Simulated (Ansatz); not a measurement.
One change: `CC[Si]O[SiH3]` becomes `CC[Si]O`.

Ansatz, PBE0-D4/def2-TZVP geometries, multiplicity 1. Each molecule was computed in one conformer, which needn't be the lowest.

```
                                        property  `CC[Si]O[SiH3]`
            HOMO–LUMO gap (PBE0/def2-TZVPP) / eV             4.25
             HOMO energy (B3LYP/def2-TZVPP) / eV            -5.91
           HOMO–LUMO gap (B3LYP/def2-TZVPP) / eV             3.89
           HOMO energy (ωB97M-V/def2-TZVPP) / eV            -8.19
  size of the dipole moment (PBE/def2-TZVPP) / D             1.47
size of the dipole moment (B3LYP/def2-TZVPP) / D             1.40
```

Problem. Give the same properties after the change, and the shifts. (Estimate.)

Solution. Computed: 
| property | `CC[Si]O` | shift |
| --- | --- | --- |
| HOMO–LUMO gap (PBE0/def2-TZVPP) / eV | 4.72 | 0.47 |
| HOMO energy (B3LYP/def2-TZVPP) / eV | -6.03 | -0.12 |
| HOMO–LUMO gap (B3LYP/def2-TZVPP) / eV | 4.36 | 0.47 |
| HOMO energy (ωB97M-V/def2-TZVPP) / eV | -8.30 | -0.11 |
| size of the dipole moment (PBE/def2-TZVPP) / D | 2.49 | 1.02 |
| size of the dipole moment (B3LYP/def2-TZVPP) / D | 2.42 | 1.02 |

With PBE0 the HOMO falls by 0.12 eV and the LUMO rises by 0.36 eV, so the gap widens by about 0.48 eV. PBE moves the HOMO by -0.10 eV and ωB97M-V by -0.11 eV. The zero-point energy changes by -41.4 kJ/mol with -9 modes. Dipoles are sizes alone; their direction can turn.

B3LYP here is the variant with VWN-RPA as its local correlation; programs differ in this.
